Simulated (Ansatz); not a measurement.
CH5O2Si, SMILES `[CH2][SiH](O)O` radical, 9 atoms. Total charge 0; spin multiplicity 2. All runs use 4 threads of an AMD EPYC 7R43 on a shared host. Correlated methods freeze the cores. Open-shell runs search over several starts.

(1) How many basis functions does each run have, and how long does it take in Ansatz? UKS r2SCANh-D4/def2-TZVPP energy; UKS PBE0-D4/def2-TZVP relaxation (11 steps); UKS PBE0-D4/def2-SVP energy; UHF-MP2/def2-QZVPP energy; UKS ωB97M-V/def2-SVP energy; UKS B97M-V/def2-TZVPP energy; UKS ωB97M-V/def2-QZVPP energy; UHF-CCSD(T)/def2-SVP energy; UKS PBE0-D4/def2-QZVPP energy; direct RPA on PBE orbitals/def2-TZVPP energy; UHF-CCSD(T)/def2-TZVPP energy; UKS ωB97M-V/def2-TZVPP energy and forces. (Estimate.)

## Answers

(1) Computed: Other jobs shared the machine, so times are rough.

```json
{"level": "UKS PBE0-D4/def2-SVP", "job": "energy", "functions": "85", "wall time": "1.1 s", "peak host memory (GiB)": "0.39"}
{"level": "UKS ωB97M-V/def2-SVP", "job": "energy", "functions": "85", "wall time": "4.3 s", "peak host memory (GiB)": "0.39"}
{"level": "direct RPA on PBE orbitals/def2-TZVPP", "job": "energy", "functions": "205", "wall time": "4.7 s", "peak host memory (GiB)": "0.55"}
{"level": "UKS r2SCANh-D4/def2-TZVPP", "job": "energy", "functions": "205", "wall time": "5.5 s", "peak host memory (GiB)": "0.59"}
{"level": "UHF-CCSD(T)/def2-SVP", "job": "energy", "functions": "85", "wall time": "6 s", "peak host memory (GiB)": "0.56"}
{"level": "UKS B97M-V/def2-TZVPP", "job": "energy", "functions": "205", "wall time": "8.5 s", "peak host memory (GiB)": "0.43"}
{"level": "UKS PBE0-D4/def2-QZVPP", "job": "energy", "functions": "391", "wall time": "9 s", "peak host memory (GiB)": "1.4"}
{"level": "UKS ωB97M-V/def2-TZVPP", "job": "energy and forces", "functions": "205", "wall time": "9.5 s", "peak host memory (GiB)": "0.77"}
{"level": "UHF-MP2/def2-QZVPP", "job": "energy", "functions": "391", "wall time": "15 s", "peak host memory (GiB)": "1.9"}
{"level": "UKS ωB97M-V/def2-QZVPP", "job": "energy", "functions": "391", "wall time": "18 s", "peak host memory (GiB)": "1.8"}
{"level": "UKS PBE0-D4/def2-TZVP", "job": "relaxation (11 steps)", "functions": "160", "wall time": "32 s", "peak host memory (GiB)": "0.42"}
{"level": "UHF-CCSD(T)/def2-TZVPP", "job": "energy", "functions": "205", "wall time": "2.6 min", "peak host memory (GiB)": "7.2"}
```
